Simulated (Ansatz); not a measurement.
# Reading a saddle point

A first-order saddle point of SiH₃OF₃, singlet, PBE0-D4/def2-TZVP, with one imaginary mode of 764i cm⁻¹:

```
8
angstrom
Si -0.6048 0.1984 -0.0422
F -0.0370 -1.6097 -0.3357
F -0.7466 0.3569 -1.6129
F -0.6575 1.7547 0.3730
H -1.7030 -0.3426 0.7544
H 0.9575 -1.0321 0.0639
O 1.0630 0.0102 0.5166
H 1.7282 0.6641 0.2829
```

Computed with Ansatz 0.2.0 (basis: def2-TZVPP and def2-QZVPP); correlated methods freeze the cores. Extrapolation: Hartree–Fock as exp(−7.88 √X), correlation as X^−2.97.

Which contacts change along the imaginary mode, and what lies on either side? (Judge from chemistry; the calculation decides.)

By the calculation: The step is SiHF₃ ([F][SiH]([F])[F]) + H₂O → SiH₂OF₂ ([OH][SiH]([F])[F]) + HF, with the molecules in contact on both sides. Shortening one way: Si1–O7, F2–H6; lengthening the same way: Si1–F2, H6–O7.
```
  pair  one side (Å)  saddle (Å)  other side (Å)
Si1–O7          2.98        1.77            1.63
 F2–H6          3.51        1.22            0.93
Si1–F2          1.57        1.92            3.80
 H6–O7          0.96        1.14            1.74
```

Which side is lower, and how far does the saddle lie above each? (An estimate is asked for; the value comes from the calculation.)

By the calculation: The side with Si1–F2, H6–O7 short is lower by 0.229 eV; the saddle lies 1.227 eV above it and 0.998 eV above the other (CCSD(T) at an estimated basis limit (MP2 extrapolated from triple and quadruple zeta, plus CCSD(T) − MP2 in triple zeta); electronic energies).

No T1 diagnostic of these runs exceeds 0.012.

The step is the kind of ligand exchange by which a precursor binds to a hydroxyl group, or is hydrolysed, in atomic layer deposition of oxides.

Labels in which every atom is bracketed show which atoms are joined, not bond orders.

For scale, one of the runs: CCSD(T)/def2-TZVPP, 208 basis functions (an equivalent command: `ansatz run in.yaml --threads 4`). The run took 97 s on 4 CPU threads (shared host), with 3.1 GiB of host memory at its peak.
